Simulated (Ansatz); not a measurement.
```xyz
17

F    -1.379   -0.534    2.427
Ti   -0.523   -0.200    0.921
O     1.223   -0.459    1.153
Si    2.855   -0.634    1.158
O    -0.805    1.488    0.432
Si   -0.946    2.994   -0.206
O    -1.112   -1.287   -0.358
Si   -1.507   -2.205   -1.661
H     3.258   -1.514    0.031
H     3.492    0.698    1.000
H     3.278   -1.242    2.444
H     0.408    3.564   -0.424
H    -1.705    3.855    0.735
H    -1.665    2.913   -1.502
H    -2.639   -3.097   -1.305
H    -1.901   -1.319   -2.785
H    -0.332   -3.022   -2.060
```

Charge 0, multiplicity 1.

Question: List the PBE/def2-TZVPP orbital energies in eV (the Gaussian-basis code of Ansatz). (Estimate.)

Answer: The calculation gave: Occupied: -4836.99, -1780.26, -1780.26, -1780.26, -659.50, -531.63, -510.62, -510.62, -510.62, -444.15, -444.14, -444.14, -137.94, -137.94, -137.94, -94.72, -94.72, -94.72, -94.64, -94.64, -94.64, -94.64, -94.64, -94.64, -61.98, -39.24, -39.15, -39.14, -28.08, -24.24, -24.04, -24.04, -13.57, -13.51, -13.51, -10.70, -10.70, -10.69, -10.49, -10.17, -10.17, -9.73, -9.73, -9.66, -9.34, -9.33, -9.33, -8.02, -8.02, -7.84, -7.63, -7.63, -7.43. Lowest empty: -2.77, -2.77, -1.81, -1.81, -1.67, -1.24, -0.37, -0.37.
